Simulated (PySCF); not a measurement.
## Cost of excited-state runs on `C1=CCCC[C@@H](B)C1`, C$_{7}$H$_{13}$B

Cartesian coordinates in Å; atom numbers follow the order of the lines, from 1:
```xyz
21

B    -2.0555    0.0252    0.8534
C    -1.2554   -0.1141   -0.4952
C    -0.5316    1.1719   -0.9436
C     0.3469    1.7293    0.1353
C     1.4028    1.0994    0.6248
C     1.8586   -0.2528    0.1646
C     0.8131   -1.3470    0.4104
C    -0.3372   -1.3419   -0.5945
H    -2.4785    1.0651    1.1785
H    -2.3022   -0.9217    1.4941
H    -2.0559   -0.2857   -1.2361
H    -1.2736    1.9203   -1.2252
H     0.0749    0.9510   -1.8285
H     0.0745    2.6991    0.5281
H     1.9824    1.5602    1.4131
H     2.0881   -0.2198   -0.9054
H     2.7774   -0.5190    0.6904
H     1.3127   -2.3180    0.3489
H     0.4109   -1.2381    1.4199
H     0.0795   -1.4085   -1.6047
H    -0.9406   -2.2380   -0.4287
```

PySCF with density fitting, on 1 thread of an Arm Neoverse V1, shared host. Command: `OMP_NUM_THREADS=1 python excited_run.py task.json out`

Q: How long does each of these runs take, and how much memory?
- magnetisability and related constants, PBE/pcSseg-1; isotopologues
- magnetisability and related constants, BP86/STO-3G; fitting basis def2-qzvpp-jkfit

A: 
```csv
run,level,basis functions,wall time,peak memory (GiB)
magnetisability and related constants,PBE/pcSseg-1,201,57 s,0.72
magnetisability and related constants,BP86/STO-3G,53,6.7 s,0.44
```
Times from a shared host are rough.
